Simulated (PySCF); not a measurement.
# Orbital levels and atomic charges: C11H30Ge13

System: C11H30Ge13 (nanocrystal GeC).

Cartesian coordinates (Å):
```
  1 C    -0.939   -2.415    1.661
  2 Ge   -0.951   -2.413   -0.327
  3 C    -2.561    2.236   -1.011
  4 C    -0.961   -0.555   -1.010
  5 Ge   -0.962   -0.556   -2.984
  6 C    -0.947    3.150    1.662
  7 Ge   -0.960    3.167   -0.329
  8 Ge   -2.531    2.226    2.370
  9 C    -2.561    0.395    1.662
 10 Ge   -2.565    0.383   -0.327
 11 Ge   -0.955   -0.551    2.320
 12 C     0.655   -3.336   -1.012
 13 C     2.254   -2.396    1.661
 14 Ge    2.262   -2.415   -0.330
 15 Ge    0.661   -3.305    2.369
 16 C     0.640    2.242   -1.031
 17 Ge    0.672    2.226   -3.003
 18 C     0.640    0.369   -3.656
 19 C     2.261   -0.567   -1.031
 20 Ge    2.265   -0.531   -3.003
 21 Ge    0.636    2.210    2.359
 22 C     0.655    0.378    1.657
 23 Ge    0.655    0.378   -0.339
 24 Ge    2.231   -0.554    2.359
 25 H    -1.831   -2.924    2.025
 26 H    -2.226   -3.099   -0.827
 27 H    -2.560    2.238   -2.100
 28 H    -3.459    2.749   -0.670
 29 H    -1.007   -1.976   -3.516
 30 H    -2.215    0.116   -3.517
 31 H    -0.938    4.177    2.025
 32 H    -0.952    4.613   -0.827
 33 H    -3.803    2.964    1.997
 34 H    -2.477    2.183    3.882
 35 H    -3.448   -0.122    2.026
 36 H    -3.797   -0.377   -0.827
 37 H    -0.922   -0.533    3.850
 38 H     0.657   -3.335   -2.101
 39 H     0.651   -4.370   -0.671
 40 H     3.147   -2.901    2.025
 41 H     3.518   -3.131   -0.827
 42 H     0.652   -3.237    3.882
 43 H     0.665   -4.776    1.996
 44 H     1.530    2.752   -0.661
 45 H    -0.500    3.002   -3.571
 46 H     1.923    2.916   -3.502
 47 H     0.627    0.361   -4.746
 48 H     3.148   -0.052   -0.661
 49 H     2.353   -1.933   -3.571
 50 H     3.487    0.209   -3.501
 51 H     1.921    2.927    1.981
 52 H     0.599    2.157    3.870
 53 H     3.496    0.199    1.982
 54 H     2.167   -0.561    3.870
```

Method: PBE/def2-SVP, gas phase, PySCF, fitting set def2-universal-JFIT, grid level 1.

Spin-orbit coupling is left out, which matters for the heavier atoms here.

(1) Give the orbital energies near the gap.

(2) Give the partial charges of the non-hydrogen atoms.

Results:

(1) 
```tsv
orbital	eV
HOMO-4	-6.49
HOMO-3	-6.35
HOMO-2	-6.18
HOMO-1	-6.05
HOMO	-5.77
LUMO	-0.59
LUMO+1	-0.42
LUMO+2	-0.37
LUMO+3	-0.36
```

(2) 
| atom | Mulliken | IAO | Hirshfeld |
| --- | --- | --- | --- |
| C1 | -0.47 | -0.77 | -0.25 |
| Ge2 | 0.47 | 0.70 | 0.30 |
| C3 | -0.30 | -0.72 | -0.22 |
| C4 | -0.74 | -0.83 | -0.28 |
| Ge5 | 0.40 | 0.56 | 0.28 |
| C6 | -0.47 | -0.77 | -0.24 |
| Ge7 | 0.45 | 0.71 | 0.31 |
| Ge8 | 0.33 | 0.57 | 0.28 |
| C9 | -0.47 | -0.77 | -0.25 |
| Ge10 | 0.47 | 0.70 | 0.30 |
| Ge11 | 0.46 | 0.69 | 0.29 |
| C12 | -0.30 | -0.72 | -0.22 |
| C13 | -0.47 | -0.77 | -0.24 |
| Ge14 | 0.44 | 0.71 | 0.31 |
| Ge15 | 0.33 | 0.57 | 0.28 |
| C16 | -0.47 | -0.77 | -0.25 |
| Ge17 | 0.36 | 0.57 | 0.28 |
| C18 | -0.44 | -0.77 | -0.24 |
| C19 | -0.47 | -0.77 | -0.25 |
| Ge20 | 0.36 | 0.57 | 0.28 |
| Ge21 | 0.37 | 0.56 | 0.27 |
| C22 | -0.70 | -0.82 | -0.28 |
| Ge23 | 0.59 | 0.80 | 0.30 |
| Ge24 | 0.37 | 0.56 | 0.27 |
